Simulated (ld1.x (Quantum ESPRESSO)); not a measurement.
What one change does to a pseudopotential (germanium (Ge), TM)

ld1.x (Quantum ESPRESSO) 7.5 input, shortened:

```
&input
   title='Ge', zed=32., rel=1, dft='BP', iswitch=3,
   config='[Ar] 3d10 4s2 4p1.75'
 /
 &inputp
   pseudotype=2, tm=.true., lloc=-1, rcloc=1.05,
   nlcc=.true., new_core_ps=.true., rcore=1.00
 /
3
4S  1  0   2.00   0.00  1.65  1.65  0.0
4P  2  1   1.75   0.00  2.00  2.00  0.0
3D  3  2  10.00   0.00  1.25  1.25  0.0
 &test
   configts(1)='3d10 4s2 4p1.75'
 /
```

All-electron outer shells of the reference configuration (BP86, scalar-relativistic, ld1.x):

```json
{"shell": "3s", "level (eV)": "-170.62", "outermost node (bohr)": "0.26", "outermost maximum (bohr)": "0.54"}
{"shell": "3p", "level (eV)": "-117.76", "outermost node (bohr)": "0.23", "outermost maximum (bohr)": "0.54"}
{"shell": "3d", "level (eV)": "-31.48", "outermost node (bohr)": "–", "outermost maximum (bohr)": "0.50"}
{"shell": "4s", "level (eV)": "-13.77", "outermost node (bohr)": "0.77", "outermost maximum (bohr)": "1.73"}
{"shell": "4p", "level (eV)": "-5.73", "outermost node (bohr)": "0.82", "outermost maximum (bohr)": "2.19"}
```

Change: all radii but the core radius scaled by about 1.41 (s 2.34, p 2.82, d 1.76 bohr); local potential all-electron potential smoothed inside 1.48 bohr (lloc = -1).

Cutoffs: the cutoffs (Ry, on a coarse ladder) from which the occupation-weighted sum of valence levels, in a spherical-Bessel basis at the reference potential, stays within 10 and 1 mRy of its value at 400 Ry; they do not see the model core or the augmentation charge, which bear on the density cutoff. Errors are all-electron minus pseudo energies relative to the spin-unpolarised reference configuration.

Q: What does the change do?

A: The bound ghost in s disappears; of the 7 tests that both files solve, the error grows in 2 and shrinks in 2 by more than 15 % and 0.3 meV (median size 0.7 → 0.8 meV).

```csv
quantity,base,changed
"cutoff, loose",180 Ry,120 Ry
"cutoff, tight",over 300 Ry,200 Ry
loose cutoff by channel (10 mRy a level),"s 25 Ry, p 6 Ry, d 160 Ry","s 10 Ry, p 6 Ry, d 100 Ry"
bound ghosts,s,none
"error for 3d10 4s2 4p2, meV [ΔE -1.22 eV]",+0.3,+0.4
"error for 3d10 4s2 4p1, meV [ΔE 6.37 eV]",-0.1,+0.7
"error for 3d10 4s2 4p0, meV [ΔE 21.98 eV]",-5.7,+2.8
"error for 3d10 4s1 4p2, meV [ΔE 15.11 eV]",+2.0,+0.8
"error for 3d10 4s1 4p3, meV [ΔE 6.78 eV]",-1.6,-6.4
"error for 3d10 4s2 4p1.5, meV [ΔE 1.65 eV]",-0.1,+0.1
"error for 3d10 4s2 4p2.3, meV [ΔE -2.14 eV]",+0.7,+0.8
```

 A true bound ghost makes a file unfit for plane-wave use even where its test errors are small: the radial tests pick states by their node count and pass the ghost by.
